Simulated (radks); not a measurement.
Question: Bi V, 79 electrons, occupied as [Xe] 4f14 5d10 6s1. Method: scalar-relativistic Kohn-Sham, PBE, spin-unpolarised, spherical densities, finite nucleus; Fermi nuclear charge, rms radius 5.5211 fm; computed with a radial shooting solver on a logarithmic mesh with Libxc functionals. Some entries of the table are withheld. Estimate them.

| orbital | occ. | eigenvalue (hartree) | <r> (bohr) |
|---|---|---|---|
| 1s | 2 | (1) | 0.01580 |
| 2s | 2 | -599.9095 | 0.06649 |
| 2p | 6 | -513.6177 | 0.06054 |
| 3s | 2 | -145.9675 | (2) |
| 3p | 6 | (3) | 0.1737 |
| 3d | 10 | -96.46373 | 0.1575 |
| 4s | 2 | -34.67005 | 0.3771 |
| 4p | 6 | -26.58281 | (4) |
| 4d | 10 | -17.32105 | 0.4224 |
| 5s | 2 | -7.30073 | 0.8307 |
| 4f | 14 | -7.12339 | 0.4409 |
| 5p | 6 | -5.02747 | 0.9461 |
| 5d | 10 | -2.47924 | 1.205 |
| 6s | 1 | -1.87059 | 1.953 |

Answer: 
(1) 1s eigenvalue (hartree): -3331.653
(2) 3s <r> (bohr): 0.1716
(3) 3p eigenvalue (hartree): -121.2989
(4) 4p <r> (bohr): 0.4025
